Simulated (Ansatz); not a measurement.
Reaction (atomization): `N=C(F)[SiH](N)Cl` → C• + Cl• + F• + 4 H• + 2 N• + Si•

Program: Ansatz. Geometries: PBE0-D4/def2-TZVP. ΔE: electronic, gas phase. CCSD(T)/CBS is the MP2 limit (def2-TZVPP, def2-QZVPP) plus CCSD(T) − MP2 in def2-TZVPP, frozen cores. This one scheme is used for every species, atoms too. For atomizations the MP2-based limit and the directly extrapolated one differ by several kJ/mol either way, and by 10 to 25 for some Ge, Se and Sn compounds, so smaller differences from it don't rank the levels. Functionals use def2-TZVPP. Open shells (•) are unrestricted, without spin–orbit coupling. Spin–orbit coupling would lower the free atoms: a little for C, Cl, F, Si. Each species was taken in one conformer, which may not be the lowest.

CCSD(T)/CBS gives +883.0 kcal/mol.

Question: Another level gave +886.1 kcal/mol. Which?
A. BHLYP/def2-TZVPP
B. B97M-V/def2-TZVPP
C. SCS-MP2/def2-TZVPP
D. r2SCANh-D4/def2-TZVPP

Answer: B. B97M-V 886.1, r2SCANh-D4 874.7, SCS-MP2/def2-TZVPP 869.5, BHLYP 839.5 kcal/mol.

Question: What do rigid-rotor, harmonic-oscillator terms from PBE0-D4/def2-TZVP frequencies (298.15 K, 1 bar) make of the CCSD(T)/CBS value? (An estimate is asked.)

Answer: Computed: ΔZPE = -38.1 kcal/mol, ΔH = +854.2 kcal/mol, ΔS = 1050 J/(mol·K), ΔG = +779.3 kcal/mol. Open shells count their whole term as degenerate. Modes under 50 cm⁻¹ make the entropy rough.

Largest T1 diagnostic among the species: 0.012.

At CCSD(T), def2-SVP lies −71.7 kcal/mol from the extrapolated value and def2-TZVPP −31.7 kcal/mol: correlation converges slowly with the basis, and small sets miss more of it in the bonded molecule than in its fragments. From PBE to PBE0 (25 % exact exchange), in def2-TZVPP and without D4, ΔE moves by −26.9 kcal/mol: exact exchange takes away binding that semilocal exchange gives to molecules. In def2-TZVPP, CCSD(T) changes the Hartree–Fock value by +259.4 kcal/mol (the triples alone add +18.6 kcal/mol) and MP2 by +283.6 kcal/mol; breaking electron pairs costs correlation energy, which Hartree–Fock lacks.
